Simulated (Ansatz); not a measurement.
# Molecular dynamics, step by step

SiH$_{2}$Cl$_{2}$O, closed shell, PBE0-D4/def2-SVP (Ansatz 0.2.0). Settings (timestep in fs, temperature in K, friction in 1/fs; T counts 18 degrees of freedom, while the starting velocities carry no drift of the centre of mass, so T starts below the set value):

```yaml
hamiltonian: {xc: pbe0, dispersion: d4}
md: {n_steps: 40, timestep: 0.5, temperature: 300, ensemble: nvt_langevin, seed: 168, friction: 0.05, initial_velocities: maxwell_boltzmann}
```

Start, the saddle point found with PBE0-D4 in triple zeta (not stationary at another level):

```tsv
atom	x (Å)	y (Å)	z (Å)
Si1	0.0993	-0.7764	0.0539
Cl2	1.7598	-1.0921	-1.1183
Cl3	-1.5046	-0.7324	-1.2570
H4	-0.0390	0.0795	1.4368
O5	0.2189	0.9792	0.5614
H6	-0.5344	1.5421	0.3234
```

```tsv
step	time (fs)	potential energy less the start (meV)	kinetic energy (meV)	T (K)
0	0.00	0.0	193.9	250
2	1.00	2.4	235.9	304
4	2.00	7.6	203.6	263
6	3.00	-0.3	269.5	347
8	4.00	-12.1	272.8	352
10	5.00	-24.8	264.4	341
12	6.00	-60.9	276.5	357
14	7.00	-132.6	333.1	430
16	8.00	-234.8	461.0	594
18	9.00	-341.7	597.2	770
20	10.00	-412.7	517.2	667
22	11.00	-443.5	440.1	567
24	12.00	-510.0	522.5	674
26	13.00	-646.0	598.6	772
28	14.00	-757.0	608.7	785
30	15.00	-773.5	566.3	730
32	16.00	-765.2	532.3	686
34	17.00	-818.8	602.0	776
36	18.00	-942.6	675.6	871
38	19.00	-1034.7	695.5	897
40	20.00	-995.8	745.0	961
```

Step 8, positions (Å) and forces (eV/Å):

| atom | x | y | z | Fx | Fy | Fz |
| --- | --- | --- | --- | --- | --- | --- |
| Si1 | 0.082 | -0.785 | 0.047 | 0.450 | -1.083 | 0.343 |
| Cl2 | 1.774 | -1.103 | -1.131 | -0.088 | 0.113 | 0.029 |
| Cl3 | -1.503 | -0.715 | -1.257 | -0.475 | 0.164 | -0.506 |
| H4 | -0.094 | 0.154 | 1.439 | 0.484 | 0.574 | -0.568 |
| O5 | 0.242 | 0.978 | 0.569 | -0.263 | 0.064 | 0.909 |
| H6 | -0.533 | 1.536 | 0.398 | -0.107 | 0.167 | -0.207 |

Step 18, positions (Å) and forces (eV/Å):

| atom | x | y | z | Fx | Fy | Fz |
| --- | --- | --- | --- | --- | --- | --- |
| Si1 | 0.065 | -0.805 | 0.038 | 0.940 | -2.919 | -0.076 |
| Cl2 | 1.798 | -1.117 | -1.149 | -0.341 | 0.340 | 0.004 |
| Cl3 | -1.511 | -0.696 | -1.266 | -0.663 | 0.409 | -0.880 |
| H4 | -0.091 | 0.375 | 1.359 | 0.608 | 1.096 | 0.417 |
| O5 | 0.254 | 0.979 | 0.590 | -1.062 | 1.240 | 0.894 |
| H6 | -0.507 | 1.595 | 0.455 | 0.519 | -0.166 | -0.360 |

Step 22, positions (Å) and forces (eV/Å):

```tsv
atom	x	y	z	Fx	Fy	Fz
Si1	0.058	-0.819	0.040	1.050	-3.119	0.054
Cl2	1.806	-1.123	-1.153	-0.430	0.403	0.006
Cl3	-1.515	-0.689	-1.271	-0.659	0.482	-0.927
H4	-0.078	0.516	1.355	-0.280	-0.441	2.753
O5	0.256	0.979	0.604	-0.498	2.995	-1.427
H6	-0.487	1.625	0.450	0.818	-0.320	-0.459
```

Last step (40):

Si1  (0.056, -0.887, 0.063)
Cl2  (1.830, -1.145, -1.162)
Cl3  (-1.529, -0.656, -1.303)
H4  (0.031, 1.019, 1.560)
O5  (0.268, 1.027, 0.662)
H6  (-0.312, 1.703, 0.191)
(Å)

The run took about 41 s on 2 CPU threads of an Arm Neoverse V2 (shared host).
